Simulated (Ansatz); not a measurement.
Relaxation of GeH4O2 (7 atoms, charge 0, multiplicity 1), to a largest force component of 0.02 eV/Å in at most 40 steps.

Theory: Ansatz, RKS PBE0-D4/def2-SVP.

```xyz
7
Properties=species:S:1:pos:R:3
Ge 0.000 0.000 0.000
H 0.000 0.000 1.550
H 1.462 0.000 -0.516
O -0.834 1.444 -0.589
H -1.792 1.214 -0.812
O -0.834 -1.444 -0.589
H -1.288 -1.910 0.183
```

Question: Where does it end, and by what steps?

Answer: The forces met the threshold. After 6 steps the energy has fallen by 0.131 eV; H3 moved furthest, 0.07 Å.

| step | energy less start (eV) | largest force component (eV/Å) | accepted |
| --- | --- | --- | --- |
| 0 | 0.0000 | 2.035 | yes |
| 1 | -0.1185 | 0.612 | yes |
| 2 | -0.1289 | 0.122 | yes |
| 3 | -0.1298 | 0.041 | yes |
| 4 | -0.1304 | 0.059 | yes |
| 5 | -0.1306 | 0.028 | yes |
| 6 | -0.1307 | 0.019 | yes |

```xyz
7
Properties=species:S:1:pos:R:3
Ge 0.022 -0.002 0.036
H -0.009 0.003 1.579
H 1.429 0.035 -0.564
O -0.834 1.412 -0.608
H -1.757 1.216 -0.804
O -0.811 -1.460 -0.549
H -1.324 -1.901 0.136
```

The run took 22 s on 1 thread of Arm Neoverse V1, with other jobs on the host, peak memory 0.16 GiB.
